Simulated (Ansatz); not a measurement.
This geometry of H$_{4}$InNOS (8 atoms, charge 0, multiplicity 1) is a first-order saddle point.

Level of theory: RKS PBE0-D4/def2-SVP (Ansatz).

```xyz
8
Properties=species:S:1:pos:R:3
N -0.483 1.345 -0.832
In 0.246 -0.178 0.236
O 1.915 0.194 1.261
S -0.769 -2.353 0.332
H -1.321 1.305 -1.397
H -0.036 2.253 -0.859
H 2.221 -0.573 1.758
H -1.773 -1.994 -0.498
```

(1) Which two structures does it join? (They come from a converged band through this point; their orientation in space is the band's.)

(2) How far does it lie above each of them?

Answers

(1) No bond is made or broken. The height of N1 over the plane of its neighbours goes from -0.33 to 0.32 Å. The two ends are copies of one structure, up to a mirror image or an exchange of like atoms.

First end point:

```xyz
8
Properties=species:S:1:pos:R:3
N -0.681 1.442 -0.607
In 0.244 -0.167 0.202
O 1.943 0.187 1.188
S -0.682 -2.384 0.225
H -1.231 1.271 -1.446
H -0.070 2.238 -0.776
H 2.278 -0.592 1.646
H -1.799 -1.996 -0.431
```

Last end point:

```xyz
8
Properties=species:S:1:pos:R:3
N -0.363 1.287 -1.061
In 0.230 -0.159 0.227
O 1.889 0.211 1.272
S -0.811 -2.318 0.404
H -1.358 1.333 -1.263
H -0.034 2.222 -0.829
H 2.175 -0.546 1.795
H -1.728 -2.031 -0.546
```

(2) 2.6 kJ/mol above the first and 2.6 kJ/mol above the second. This is the barrier of this one path; another mechanism may lie lower.

The run took 3.3 min on 1 thread of Arm Neoverse V1 (shared host), peak memory 0.2 GiB.
